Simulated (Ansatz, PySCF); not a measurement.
C₅H₆O₂, SMILES O=C1C=CCOC1. Atoms are numbered in the order given.

```xyz
13

O      2.1344    -0.9117    -0.2139
C      1.0364    -0.4038    -0.1098
C      0.8147     1.0580    -0.1090
C     -0.4358     1.5497    -0.0698
C     -1.6286     0.6525     0.0915
O     -1.3001    -0.6124     0.6062
C     -0.2371    -1.2478    -0.0666
H      1.6991     1.6931    -0.2036
H     -0.6224     2.6250    -0.1654
H     -2.1508     0.5675    -0.8904
H     -2.3514     1.1037     0.7904
H     -0.0220    -2.1906     0.4549
H     -0.5082    -1.4967    -1.1172
```
Charge 0, spin multiplicity 1.

Geometry: B3LYP-D3(BJ)/def2-SVP. Other conformers were not sampled.

Two levels are set side by side: PBE-D3(BJ)/def2-SVP (Ansatz, a quantum-chemistry and plane-wave program) and B3LYP-D3(BJ)/def2-SVP (Ansatz). Each level has its own optimised geometry; the coordinates shown are those of the second. Frequencies come from the Hessian of PySCF at each geometry. Differences are taken from unrounded values.

| quantity | B3LYP-D3(BJ) | PBE-D3(BJ) | PBE-D3(BJ) minus B3LYP-D3(BJ) |
|---|---|---|---|
| mean bond length (Å) | 1.269 | 1.276 | 0.007 |
| bond O1–C2 (Å) | 1.214 | 1.225 | 0.011 |
| bond C2–C3 (Å) | 1.478 | 1.479 | 0.001 |
| bond C2–C7 (Å) | 1.529 | 1.533 | 0.005 |
| bond C3–C4 (Å) | 1.344 | 1.355 | 0.010 |
| bond C4–C5 (Å) | 1.501 | 1.501 | 0.000 |
| bond C5–O6 (Å) | 1.405 | 1.409 | 0.004 |
| bond O6–C7 (Å) | 1.409 | 1.416 | 0.006 |
| bond C3–H8 (Å) | 1.093 | 1.101 | 0.008 |
| bond C4–H9 (Å) | 1.096 | 1.104 | 0.009 |
| bond C5–H10 (Å) | 1.115 | 1.126 | 0.011 |
| bond C5–H11 (Å) | 1.102 | 1.111 | 0.009 |
| bond C7–H12 (Å) | 1.099 | 1.107 | 0.008 |
| bond C7–H13 (Å) | 1.113 | 1.123 | 0.010 |
| highest harmonic wavenumber (cm⁻¹) | 3195 | 3128 | -68 |
| mean harmonic wavenumber (cm⁻¹) | 1367 | 1325 | -42 |
| zero-point energy (kcal/mol) | 64.50 | 62.50 | -2.00 |

GGA bonds tend to be longer and softer than those of functionals with exact exchange. Differences between two approximate levels are no errors against the true value.
